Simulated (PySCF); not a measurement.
Planning a core-ionisation job on `C=CCB(O)O`.

Method: delta-SCF UKS PBE0, pcX-2 on the ionised atom, pcseg-1 elsewhere, spin-free X2C (PySCF 2.14.0). Geometry: PBE0-D3(BJ)/def2-SVP. Work: ΔSCF core ionisation, 5 holes, density fitting. A driver script takes a list of jobs; this job's settings line and coordinates (Å) are shown.

Command:
```bash
OMP_NUM_THREADS=1 python probes_run.py task.json out
```

Input:
```
{"job": {"kind": "xps", "xc": "PBE0"}, "charge": 0, "multiplicity": 1}
C      2.260774    -0.035497    -0.143246
C      1.127966     0.580483     0.203023
C     -0.035300    -0.055088     0.899633
B     -1.261536    -0.159969    -0.091827
O     -1.882870     0.999427    -0.460946
O     -1.628576    -1.393830    -0.542627
H      2.433799    -1.090159     0.095518
H      3.056507     0.492722    -0.675260
H      1.002463     1.637715    -0.064111
H     -0.340213     0.571022     1.756708
H      0.232521    -1.052756     1.278085
H     -2.595791     0.899796    -1.098689
H     -2.361229    -1.405015    -1.166140
```

Hardware: one thread of an Arm Neoverse V2, no GPU (shared host). PySCF's memory limit was set to 1760 MB.

Question: How large is the largest of the mixed bases?

Answer: 150 functions.

Question: Which is nearest to the wall time?
A. 34 s
B. 0.57 s
C. 4.3 s

Answer: A. The run took 34 s. The run took 84 SCF cycles in all, 6.8 s a hole on average.

Question: How much memory does it need at the peak?

Answer: About 0.58 GiB. Peak memory is the resident size of the whole Python process, interpreter and libraries included.

Times come from a shared host and carry two figures at best.
